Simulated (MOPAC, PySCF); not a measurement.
CH₄OSi, SMILES `C(O)=[SiH2]` (H–O–C–Si torsion 163°), neutral singlet in the gas phase. 

Cartesian coordinates (Å):
SMILES: OC=[SiH2]
```xyz
7

O      0.2591    -0.3577     1.5775
C     -0.3256    -0.2403     0.3472
Si     0.3742     0.5243    -1.0408
H     -0.4047    -0.5756     2.2401
H     -1.3531    -0.5914     0.2793
H     -0.3445     0.3361    -2.3094
H      1.7946     0.9047    -1.0940
```
Charge 0, multiplicity 1.

All levels are single points at this geometry (B3LYP-D3(BJ)/def2-TZVP); Pople sets use spherical d functions. Orbital energies aren't observables, and empty levels follow the basis.

AM1 in MOPAC gives dipole (D) = 2.07.

**Question.** Estimate the dipole (D) from each of these levels: B3LYP-D3(BJ)/def2-TZVP in PySCF; B3LYP/6-311+G** in PySCF; B3LYP/6-31G* in PySCF; PM3 in MOPAC; PM7 in MOPAC.

**Answer.** 
| level | dipole (D) |
|---|---|
| B3LYP-D3(BJ)/def2-TZVP in PySCF | 1.58 |
| B3LYP/6-311+G** in PySCF | 1.61 |
| B3LYP/6-31G* in PySCF | 1.96 |
| PM3 in MOPAC | 1.76 |
| PM7 in MOPAC | 2.91 |
